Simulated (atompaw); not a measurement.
Pseudopotential generation for terbium (Tb): PAW (atompaw), PBE, non-relativistic.

terbium (Tb), PAW, made with atompaw 4.2.0.5 (PBE, non-relativistic). Core [Kr] 4d10 4f8, reference 5s2 5p6 5d0 6s0 6p0 (charge +3). Waves: 5s (bound): rc 1.50 bohr; 6s (bound, empty): rc 2.70 bohr; 5p (bound): rc 2.50 bohr; 6p (bound, empty): rc 2.65 bohr; 5d (bound, empty): rc 2.70 bohr; 5d channel at -1.45 Ry: rc 2.70 bohr; 5f channel at -0.1 Ry: rc 2.35 bohr; 5f channel at 2.35 Ry: rc 2.70 bohr. Local part: bessel scheme, radius 2.40 bohr. Core correction: smooth core density matched at 2.50 bohr. Augmentation charge: sinc compensation charge, radius 2.25 bohr; PAW radius 2.70 bohr; waves and projectors: custom rrkj vanderbiltortho.

Problem. Does the generator finish with these settings?

Solution. Yes, a potential is produced.

Problem. Estimate the cutoffs (Ry, on a coarse ladder) from which the occupation-weighted sum of valence levels, in a spherical-Bessel basis at the reference potential, stays within 10 and 1 mRy of its value at 400 Ry.

Solution. 15 Ry and 35 Ry.

Problem. What does a ghost test show?

Solution. No extra level below or beside the all-electron valence levels (s, p, d, f tested).

Problem. Is the overlap operator S = 1 + Σ q|β⟩⟨β| positive definite (Bessel basis up to 400 Ry)?

Solution. Yes: its lowest eigenvalue is 0.52 (s channel).
